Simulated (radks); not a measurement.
Excited configurations of Tb44+: one electron is placed in a higher orbital outside [Ar] 3d2. The ground configuration is [Ar] 3d3. Calculated with a radial shooting solver on a logarithmic mesh with Libxc functionals: Dirac Kohn-Sham, BLYP, spin-unpolarised, spherical densities, finite nucleus; open shells fill j = l - 1/2 first; Fermi nuclear charge, rms radius 5.06 fm. Excitation = E - E(ground); binding = E(ion) - E, where the ion is the core of charge +45; n* = 45/sqrt(2 binding) in atomic units.

outer orbital  excitation (eV)  binding (eV)  eigenvalue (eV)  <r> (bohr)
4s1/2                   1435.2        2141.6          -2115.7      0.4310
4p1/2                   1503.1        2073.7          -2047.2      0.4238
5f5/2                   2434.0        1142.9          -1127.7      0.6695
6s1/2                   2695.9        880.95          -872.28       1.044
6f5/2                   2787.6        789.30          -779.88       1.030
7d3/2                   2982.9        594.00          -587.86       1.482
7f5/2                   2999.8        577.04          -570.80       1.459

The Delta-SCF ionisation energy is 3576.9 eV (NIST Atomic Spectra Database: 3573 eV, theoretical). Self-interaction in the functional shifts the binding energies and quantum defects, so they are the method's values and not measured ones. Spin polarisation and multiplet splitting are left out, so open shells lie too high by an amount that depends on their filling.

Beside tabulated values, note that spin-unpolarised runs miss the spin-polarisation part of the exchange energy of open shells.
